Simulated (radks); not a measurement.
The numbers below are computed, except where a source is named.
Species: B II. Configuration: [He] 2s2 (the NIST ground configuration). Code: a radial shooting solver on a logarithmic mesh with Libxc functionals. Model: scalar-relativistic Kohn-Sham, PBE, spin-polarised, spherical densities, point nucleus. Some entries of the table are withheld. Estimate them.

| orbital | occ. | eigenvalue (eV) | <r> (bohr) |
|---|---|---|---|
| 1s | 2 | -193.6261 | (1) |
| 2s | 2 | (2) | (3) |
| 2p | 0 | (4) | (5) |

Answer. 
(1) 1s <r> (bohr): 0.3291
(2) 2s eigenvalue (eV): -19.5110
(3) 2s <r> (bohr): 1.779
(4) 2p eigenvalue (eV): -13.3642
(5) 2p <r> (bohr): 1.840
